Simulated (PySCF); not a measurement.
Run times: promethium in cc-pVTZ-X2C

Measured wall times of calculations with PySCF 2.14 in cc-pVTZ-X2C (10s9p7d5f3g1h, 145 functions), with the spin-free X2C one-electron Hamiltonian (Gaussian nucleus), run from one Python driver. Hardware: 2 threads of Neoverse-V1 on a shared host, 2.6 GiB allowed. The two-electron integrals over 145 functions were computed once and kept in memory (36 CPU seconds with the set-up); the times below exclude them. Kohn-Sham runs start from converged Hartree-Fock orbitals.

Launch command (the driver calls PySCF for each step listed in the task file):

```bash
OMP_NUM_THREADS=2 python atomrun2.py TASK.json OUT
```

```
      species                           step  iterations  wall time (s)
Pm²⁺ [Xe] 4f5  UHF with spin-orbit constants           7            5.3
Pm²⁺ [Xe] 4f5                            LDA           6            2.8
Pm²⁺ [Xe] 4f5                            PBE           7            4.8
Pm²⁺ [Xe] 4f5                           PBE0           7              7
Pm²⁺ [Xe] 4f5                         r2SCAN           7             11
Pm²⁺ [Xe] 4f5             MP2 (13 electrons)                        1.9
```

**Question.** Roughly how long does MP2 (31 electrons) take for Pm²⁺ [Xe] 4f5 here?

**Answer.** About 3.5 s.

Peak memory of the process: 1.1 GiB. Times on a shared host vary from run to run.
